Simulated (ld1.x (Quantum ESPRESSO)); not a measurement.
**An all-electron radial function and its pseudo partner (aluminium (Al))**

Columns: radius, all-electron u(r) and pseudo u(r) of the 3s shell (level -8.11 eV) of aluminium in the configuration [Ne] 3s1.5 3p1.5; Wu–Cohen, non-relativistic, ultrasoft scheme, ld1.x (Quantum ESPRESSO) 7.5.

```
r (bohr)  all-electron  pseudo
   0.120        0.0870  0.0711
   0.240       -0.1538  0.1412
   0.360       -0.2847  0.2095
   0.480       -0.2871  0.2752
   0.600       -0.2081  0.3374
   0.720       -0.0892  0.3955
   0.840        0.0422  0.4489
   0.960        0.1701  0.4972
   1.080        0.2861  0.5401
   1.200        0.3862  0.5772
   1.320        0.4695  0.6087
   1.440        0.5368  0.6343
   1.560        0.5893  0.6544
   1.680        0.6281  0.6689
   1.800        0.6547  0.6782
   1.920        0.6704  0.6825
   2.040        0.6768  0.6820
   2.160        0.6754  0.6770
   2.280        0.6675  0.6677
   2.400        0.6543  0.6543
   2.520        0.6369  0.6369
   2.640        0.6163  0.6163
   2.760        0.5932  0.5932
   2.880        0.5684  0.5684
   3.000        0.5425  0.5425
   3.120        0.5158  0.5158
```

Task: How many radial nodes do the two functions have?

Result: The all-electron 3s function has n − l − 1 = 2; the pseudo-wave has 0, since the states of the same l below it are removed with the core.

Task: At about which radius was the pseudo-wave matched?

Result: 2.40 bohr, where the columns begin to agree (steps of 0.12 bohr).

Task: Is the pseudo-wave norm-conserving?

Result: No, it belongs to an ultrasoft set: the norm inside the radius is not constrained, and the difference is carried by the augmentation charge.
